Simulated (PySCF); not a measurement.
CH₇FN₂OSi (SMILES CO[Si](N)(N)F), singlet, geometry from GFN2-xTB; B3LYP/6-31G, polarisability by finite fields (PySCF).

Input for PySCF:
```python
from pyscf import gto, scf, dft

mol = gto.M(
    atom='''
C     2.31788620    0.24691906    0.15356549
O     1.11247264   -0.35584919    0.54416851
Si   -0.38237169   -0.05177075    0.00061034
N    -0.74376290    1.62598153    0.09406722
N    -1.49862477   -1.11889949    0.75176348
F    -0.48599340   -0.38988007   -1.57299989
H     2.26621104    1.33031163    0.27398372
H     2.53626860    0.02008311   -0.89150999
H     3.10833882   -0.15595476    0.78772453
H    -1.58709670    1.94624614   -0.35218277
H    -0.62044753    2.09874649    0.97349051
H    -1.53309893   -2.06365200    0.40538231
H    -1.55341593   -1.12636464    1.75601011
''',
    basis='6-31g',
    verbose=4,
)

mf = dft.RKS(mol)
mf.xc = 'b3lyp'
mf.conv_tol = 1e-11
mf.kernel()
h0, z, done = mf.get_hcore(), mol.intor('int1e_r')[2], []
def energy(F):
    f = mf.copy()
    f.scf_summary = {}
    f.get_hcore = lambda *a: h0 + F * z
    e = f.kernel(mf.make_rdm1())
    done.append(f.converged)
    return e
F = 2e-4
alpha = -(energy(F) + energy(-F) - 2 * mf.e_tot) / F**2
print('alpha_zz =', alpha)
```

What the program printed (banner, timings and long lists left out):

```
PySCF version 2.14.0

[INPUT] verbose = 4
[INPUT] num. atoms = 13
[INPUT] num. electrons = 58
[INPUT] charge = 0
[INPUT] spin (= nelec alpha-beta = 2S) = 0
[INPUT] symmetry False subgroup None
[INPUT] Mole.unit = angstrom
[INPUT] Symbol           X                Y                Z      unit          X                Y                Z       unit  Magmom
[INPUT]  1 C      2.317886200000   0.246919060000   0.153565490000 AA    4.380170105909   0.466609398335   0.290196718285 Bohr   0.0
[INPUT]  2 O      1.112472640000  -0.355849190000   0.544168510000 AA    2.102268610672  -0.672457510748   1.028329449513 Bohr   0.0
[INPUT]  3 Si    -0.382371690000  -0.051770750000   0.000610340000 AA   -0.722577771887  -0.097832538763   0.001153375443 Bohr   0.0
[INPUT]  4 N     -0.743762900000   1.625981530000   0.094067220000 AA   -1.405508182612   3.072659775301   0.177761283099 Bohr   0.0
[INPUT]  5 N     -1.498624770000  -1.118899490000   0.751763480000 AA   -2.831990378789  -2.114413597016   1.420627087650 Bohr   0.0
[INPUT]  6 F     -0.485993400000  -0.389880070000  -1.572999890000 AA   -0.918394424346  -0.736766553726  -2.972538986071 Bohr   0.0
[INPUT]  7 H      2.266211040000   1.330311630000   0.273983720000 AA    4.282518206066   2.513924641024   0.517754193390 Bohr   0.0
[INPUT]  8 H      2.536268600000   0.020083110000  -0.891509990000 AA    4.792853032334   0.037951577630  -1.684709718414 Bohr   0.0
[INPUT]  9 H      3.108338820000  -0.155954760000   0.787724530000 AA    5.873909072154  -0.294711784222   1.488583623302 Bohr   0.0
[INPUT] 10 H     -1.587096700000   1.946246140000  -0.352182770000 AA   -2.999178096201   3.677872175592  -0.665528981091 Bohr   0.0
[INPUT] 11 H     -0.620447530000   2.098746490000   0.973490510000 AA   -1.172475906363   3.966056070992   1.839630448763 Bohr   0.0
[INPUT] 12 H     -1.533098930000  -2.063652000000   0.405382310000 AA   -2.897137099564  -3.899737096411   0.766061541644 Bohr   0.0
[INPUT] 13 H     -1.553415930000  -1.126364640000   1.756010110000 AA   -2.935530665237  -2.128520685994   3.318378179867 Bohr   0.0

nuclear repulsion = 344.287412476824
number of shells = 46
number of NR pGTOs = 184
number of NR cGTOs = 72
basis = 6-31g
ecp = {}

******** <class 'pyscf.dft.rks.RKS'> ********
method = RKS
initial guess = minao
damping factor = 0
level_shift factor = 0
DIIS = <class 'pyscf.scf.diis.CDIIS'>
diis_start_cycle = 1
diis_space = 8
diis_damp = 0
SCF conv_tol = 1e-11
SCF conv_tol_grad = None
SCF max_cycles = 50
direct_scf = True
direct_scf_tol = 1e-13
XC library pyscf.dft.libxc version 7.1.2
    S. Lehtola, C. Steigemann, M. J. T. Oliveira, and M. A. L. Marques,  SoftwareX 7, 1–5 (2018)
XC functionals = b3lyp
    P. J. Stephens, F. J. Devlin, C. F. Chabalowski, and M. J. Frisch,  J. Phys. Chem. 98, 11623 (1994)
radial grids:
    Treutler-Ahlrichs [JCP 102, 346 (1995); DOI:10.1063/1.469408] (M4) radial grids

becke partition: Becke, JCP 88, 2547 (1988); DOI:10.1063/1.454033
pruning grids: <function nwchem_prune>
grids dens level: 3
symmetrized grids: False
atomic radii adjust function: <function treutler_atomic_radii_adjust>
small_rho_cutoff = 0
Set gradient conv threshold to 3.16228e-06
Initial guess from minao.
tot grids = 158104
init E= -617.056644809867
  HOMO = -0.324182495316483  LUMO = -0.0161062270067271  gap/eV = 8.38318
cycle= 1 E= -616.179091190588  delta_E= 0.878  |g|= 1.01  |ddm|= 3.29
  HOMO = -0.154720646935886  LUMO = 0.0672976739708084  gap/eV = 6.04143
cycle= 2 E= -615.972824221897  delta_E= 0.206  |g|= 1.47  |ddm|= 2.14
  HOMO = -0.249770376603935  LUMO = 0.0361338840485146  gap/eV = 7.77985
cycle= 3 E= -616.374954787863  delta_E= -0.402  |g|= 0.119  |ddm|= 1.31
  HOMO = -0.260766611791027  LUMO = 0.0357354199069115  gap/eV = 8.06823
cycle= 4 E= -616.377466167517  delta_E= -0.00251  |g|= 0.0455  |ddm|= 0.13
  HOMO = -0.256854257362319  LUMO = 0.0375502763205484  gap/eV = 8.01116
cycle= 5 E= -616.377864842469  delta_E= -0.000399  |g|= 0.00606  |ddm|= 0.0353
  HOMO = -0.256858459625957  LUMO = 0.0374492164364211  gap/eV = 8.00852
cycle= 6 E= -616.377871674717  delta_E= -6.83e-06  |g|= 0.00236  |ddm|= 0.0072
  HOMO = -0.257094556598754  LUMO = 0.0373022651095372  gap/eV = 8.01095
cycle= 7 E= -616.377872726415  delta_E= -1.05e-06  |g|= 0.000584  |ddm|= 0.00246
  HOMO = -0.257044377744628  LUMO = 0.0373204786059043  gap/eV = 8.01008
cycle= 8 E= -616.377872796225  delta_E= -6.98e-08  |g|= 0.000148  |ddm|= 0.000617
  HOMO = -0.257045849453928  LUMO = 0.0373255512489448  gap/eV = 8.01025
cycle= 9 E= -616.377872801902  delta_E= -5.68e-09  |g|= 1.46e-05  |ddm|= 0.000167
  HOMO = -0.257047230861218  LUMO = 0.0373247273547948  gap/eV = 8.01027
cycle= 10 E= -616.37787280197  delta_E= -6.79e-11  |g|= 1.82e-06  |ddm|= 2.73e-05
  HOMO = -0.257047151540322  LUMO = 0.0373247600228861  gap/eV = 8.01027
cycle= 11 E= -616.377872801977  delta_E= -6.59e-12  |g|= 5.16e-07  |ddm|= 3.24e-06
  HOMO = -0.257047216175416  LUMO = 0.0373247753906305  gap/eV = 8.01027
Extra cycle  E= -616.377872801966  delta_E= 1.02e-11  |g|= 7.36e-07  |ddm|= 1.21e-06
converged SCF energy = -616.377872801966

******** <class 'pyscf.dft.rks.RKS'> ********
method = RKS
initial guess = minao
damping factor = 0
level_shift factor = 0
DIIS = <class 'pyscf.scf.diis.CDIIS'>
diis_start_cycle = 1
diis_space = 8
diis_damp = 0
SCF conv_tol = 1e-11
SCF conv_tol_grad = None
SCF max_cycles = 50
direct_scf = True
direct_scf_tol = 1e-13
XC library pyscf.dft.libxc version 7.1.2
    S. Lehtola, C. Steigemann, M. J. T. Oliveira, and M. A. L. Marques,  SoftwareX 7, 1–5 (2018)
XC functionals = b3lyp
    P. J. Stephens, F. J. Devlin, C. F. Chabalowski, and M. J. Frisch,  J. Phys. Chem. 98, 11623 (1994)
radial grids:
    Treutler-Ahlrichs [JCP 102, 346 (1995); DOI:10.1063/1.469408] (M4) radial grids

becke partition: Becke, JCP 88, 2547 (1988); DOI:10.1063/1.454033
pruning grids: <function nwchem_prune>
grids dens level: 3
symmetrized grids: False
atomic radii adjust function: <function treutler_atomic_radii_adjust>
small_rho_cutoff = 0
Overwritten attributes  get_hcore  of <class 'pyscf.dft.rks.RKS'>
Set gradient conv threshold to 3.16228e-06
init E= -616.378076615592
  HOMO = -0.256886791548312  LUMO = 0.0375695589221943  gap/eV = 8.01257
cycle= 1 E= -616.378077205803  delta_E= -5.9e-07  |g|= 0.000818  |ddm|= 0.00492
  HOMO = -0.256928136709988  LUMO = 0.037519846512885  gap/eV = 8.01234
cycle= 2 E= -616.378077081127  delta_E= 1.25e-07  |g|= 0.00128  |ddm|= 0.00211
  HOMO = -0.25691168918255  LUMO = 0.0375328144489517  gap/eV = 8.01224
cycle= 3 E= -616.37807736832  delta_E= -2.87e-07  |g|= 9.16e-05  |ddm|= 0.00102
  HOMO = -0.256912647008251  LUMO = 0.0375344785339091  gap/eV = 8.01231
cycle= 4 E= -616.378077370441  delta_E= -2.12e-09  |g|= 4.07e-05  |ddm|= 0.000154
  HOMO = -0.256912399991801  LUMO = 0.0375352702051948  gap/eV = 8.01233
cycle= 5 E= -616.378077370742  delta_E= -3.01e-10  |g|= 4.25e-06  |ddm|= 3.33e-05
  HOMO = -0.256911641684943  LUMO = 0.0375356099542921  gap/eV = 8.01232
cycle= 6 E= -616.378077370746  delta_E= -3.64e-12  |g|= 1.55e-06  |ddm|= 5.54e-06
  HOMO = -0.256912133927997  LUMO = 0.0375354442270848  gap/eV = 8.01233
Extra cycle  E= -616.378077370746  delta_E=    0  |g|= 2.19e-06  |ddm|= 3.04e-06
converged SCF energy = -616.378077370746

******** <class 'pyscf.dft.rks.RKS'> ********
method = RKS
initial guess = minao
damping factor = 0
level_shift factor = 0
DIIS = <class 'pyscf.scf.diis.CDIIS'>
diis_start_cycle = 1
diis_space = 8
diis_damp = 0
SCF conv_tol = 1e-11
SCF conv_tol_grad = None
SCF max_cycles = 50
direct_scf = True
direct_scf_tol = 1e-13
XC library pyscf.dft.libxc version 7.1.2
    S. Lehtola, C. Steigemann, M. J. T. Oliveira, and M. A. L. Marques,  SoftwareX 7, 1–5 (2018)
XC functionals = b3lyp
    P. J. Stephens, F. J. Devlin, C. F. Chabalowski, and M. J. Frisch,  J. Phys. Chem. 98, 11623 (1994)
radial grids:
    Treutler-Ahlrichs [JCP 102, 346 (1995); DOI:10.1063/1.469408] (M4) radial grids

becke partition: Becke, JCP 88, 2547 (1988); DOI:10.1063/1.454033
pruning grids: <function nwchem_prune>
grids dens level: 3
symmetrized grids: False
atomic radii adjust function: <function treutler_atomic_radii_adjust>
small_rho_cutoff = 0
Set gradient conv threshold to 3.16228e-06
init E= -616.377668988353
  HOMO = -0.25720590275669  LUMO = 0.0370765484985824  gap/eV = 8.00783
cycle= 1 E= -616.377669578379  delta_E= -5.9e-07  |g|= 0.00082  |ddm|= 0.00493
  HOMO = -0.257166430789113  LUMO = 0.0371280061869059  gap/eV = 8.00816
cycle= 2 E= -616.377669452828  delta_E= 1.26e-07  |g|= 0.00129  |ddm|= 0.00211
  HOMO = -0.257182169541437  LUMO = 0.0371147882855678  gap/eV = 8.00823
cycle= 3 E= -616.377669741442  delta_E= -2.89e-07  |g|= 9.16e-05  |ddm|= 0.00102
  HOMO = -0.257181134376728  LUMO = 0.0371129902228369  gap/eV = 8.00815
cycle= 4 E= -616.377669743568  delta_E= -2.13e-09  |g|= 4.08e-05  |ddm|= 0.000154
  HOMO = -0.257181412191937  LUMO = 0.0371121834904369  gap/eV = 8.00814
cycle= 5 E= -616.377669743865  delta_E= -2.97e-10  |g|= 4.26e-06  |ddm|= 3.33e-05
  HOMO = -0.257182167199609  LUMO = 0.0371118427442478  gap/eV = 8.00815
cycle= 6 E= -616.377669743869  delta_E= -4.21e-12  |g|= 1.56e-06  |ddm|= 5.55e-06
  HOMO = -0.25718167131977  LUMO = 0.0371120107809966  gap/eV = 8.00814
Extra cycle  E= -616.377669743869  delta_E= 1.14e-13  |g|= 2.2e-06  |ddm|= 3.06e-06
converged SCF energy = -616.377669743869
alpha_zz = 37.767057392557035
```
